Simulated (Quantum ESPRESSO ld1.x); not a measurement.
Results of a calculation; reference values are marked as such.
Is As- bound? Neutral atom [Ar] 3d10 4s2 4p3, anion [Ar] 3d10 4s2 4p4. Scalar-relativistic spherical Kohn-Sham, ld1.x of Quantum ESPRESSO 7.5; with spin, open shells are filled with parallel spins first. "No" means that the self-consistent cycle ended without a solution in which all occupied levels of the anion are bound.

[
 {"method": "LDA (Slater exchange, Perdew-Zunger correlation), spin-polarised", "e(HOMO) neutral (eV)": "4p up -5.933", "anion bound": "no", "e(HOMO) anion (eV)": "-", "EA, Delta-SCF (eV)": "-", "<r> HOMO anion (bohr)": "-"},
 {"method": "LDA (Slater exchange, Perdew-Zunger correlation) + SIC, spin-polarised", "e(HOMO) neutral (eV)": "4p up -9.414", "anion bound": "yes", "e(HOMO) anion (eV)": "4p down -1.173", "EA, Delta-SCF (eV)": "1.148", "<r> HOMO anion (bohr)": "3.16"},
 {"method": "LDA (Slater exchange, Perdew-Wang correlation) + SIC, spin-polarised", "e(HOMO) neutral (eV)": "4p up -9.443", "anion bound": "yes", "e(HOMO) anion (eV)": "4p down -1.119", "EA, Delta-SCF (eV)": "1.092", "<r> HOMO anion (bohr)": "3.18"},
 {"method": "LDA (Slater exchange, Perdew-Zunger correlation) + Latter tail, spin-polarised", "e(HOMO) neutral (eV)": "4p up -6.932", "anion bound": "no", "e(HOMO) anion (eV)": "-", "EA, Delta-SCF (eV)": "-", "<r> HOMO anion (bohr)": "-"},
 {"method": "PBE, spin-unpolarised", "e(HOMO) neutral (eV)": "4p -5.195", "anion bound": "no", "e(HOMO) anion (eV)": "-", "EA, Delta-SCF (eV)": "-", "<r> HOMO anion (bohr)": "-"},
 {"method": "Slater X-alpha with alpha = 1, spin-unpolarised", "e(HOMO) neutral (eV)": "4p -7.085", "anion bound": "no", "e(HOMO) anion (eV)": "-", "EA, Delta-SCF (eV)": "-", "<r> HOMO anion (bohr)": "-"}
]

A bound anion was found by 2 of 6 methods. Tabulated electron affinity: 0.804 eV (CRC Handbook (2014) and Andersen, Phys. Rep. 394, 157 (2004), with later updates, as tabulated in mendeleev). With the Latter tail the total energy is not variational, so no affinity is given for it.

Beside tabulated values, note that spin-unpolarised runs miss the spin-polarisation part of the exchange energy of open shells.
